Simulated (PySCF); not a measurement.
Mapped SMILES: `[BH2:1][C:2]([CH3:3])([CH3:4])[CH3:5]` (H(Xn): hydrogen on atom n).

Geometry: PBE0-D3(BJ)/def2-SVP; GIAO shifts from PySCF 2.14, gas phase, non-relativistic, averaged over equivalent atoms.

At LC-wPBE/pcSseg-1 (140 basis functions, 21 s wall time on 1 thread of an Arm Neoverse V1, shared host):
```csv
atoms,δ (ppm)
B1,88.3
C2,28.3
C3/C4/C5,23.7
H(B1),7.16
H(C3)/H(C4)/H(C5),0.95
```

δ = σ(ref) − σ, references computed at the same level: 11B (101.21 ppm) vs BF3·OEt2; 13C (188.56 ppm) and 1H (31.33 ppm) against TMS.

What do these become at B3LYP/pcSseg-1?

Results:


```tsv
atoms	δ at B3LYP/pcSseg-1	change
B1	85.2	-3.1
C2	33.1	+4.8
C3/C4/C5	25.2	+1.5
H(B1)	6.91	-0.25
H(C3)/H(C4)/H(C5)	0.99	+0.04
```

Scale: BF3·OEt2 for 11B (σ = 97.83 ppm); 13C (σ = 179.24 ppm), 1H (σ = 31.38 ppm) vs TMS (reference shieldings calculated alike).

The largest change is at C2 (fully substituted sp3 carbon bonded to B). Cost: 140 basis functions, 11 s wall time on 1 thread of an Arm Neoverse V1, shared host.

A carbon bonded to boron is broadened by the quadrupolar boron nucleus and is often missing from a measured spectrum. The carbons averaged at δ 23.7 differ by 13 ppm in this conformer.
